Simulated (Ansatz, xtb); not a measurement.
Breaking the Sn1–H2 bond in FHSn (SMILES [F][SnH]) (multiplicity 1 held, fragments rigid). Energies count from the point at 1.793 Å.
Geometry at that point (charge 0, multiplicity 1):
```xyz
3

Sn    -0.091    -0.174     0.219
H     -1.035    -1.089    -1.000
F      0.620     1.086    -1.105
```

Restricted levels (R-, RO-) in cc, def2 and unpolarised 6-31G sets keep to the state of the molecule at rest. U- levels take the lowest unrestricted solution at each point, which mixes spins at long bonds. Active spaces are followed from a long bond inwards. Left out are points that failed, MP2 points that dive below the minimum, coupled-cluster points behind a jump of the amplitudes or a sharp parting from full CI or MRCI, small-basis points behind a change of solution, and semi-empirical points at long bonds. Levels need not reach the same state.

Frozen-core correlation. Filled d and f shells under p-block atoms count as core.

Programs: Ansatz (a quantum-chemistry and plane-wave program); xtb for the GFN methods. Each number belongs to the level named beside it. In def2 rows elements past Kr take small-core potentials, without spin–orbit coupling. The GFN methods have no spin term and hold the electronic entropy of 300 K.

Energies in eV.

```tsv
R (Å)	GFN2-xTB	R-MP2/def2-SVP	U-CCSD/def2-SVP	R-CCSD(T)/def2-SVP	CASSCF(2,2)/def2-SVP	FIC-MRCISD+Q on CASSCF(2,2)/def2-SVP
1.435	1.20	1.14	1.16	1.16	1.22	1.15
1.614	0.27	0.20	0.22	0.22	0.25	0.22
1.793	0.00	0.00	0.00	0.00	0.00	0.00
1.973	-0.01	0.16	0.14	0.14	0.11	0.14
2.152	0.10	0.50	0.45	0.44	0.37	0.44
2.421	0.40	1.13	1.03	0.99	0.88	0.98
2.690	0.75	1.75	1.59	1.50	1.36	1.49
3.138	1.34	2.65	2.28	2.13	1.96	2.12
3.587	2.01	3.32	2.57	2.42	2.28	2.46
4.125	2.84	3.80	2.65	2.46	2.43	2.62
4.842	left out	3.97	2.67	2.34	2.48	2.67
5.739	left out	3.65	2.67	2.23	2.48	2.68
```

Doubts at one or more of the structures used: a restricted determinant that unrestricted orbitals would lower (R-MP2/def2-SVP, R-CCSD(T)/def2-SVP); a spin-contaminated determinant (U-CCSD/def2-SVP); T1 above 0.05 (U-CCSD/def2-SVP, R-CCSD(T)/def2-SVP); other coupled-cluster roots lie near (R-CCSD(T)/def2-SVP).
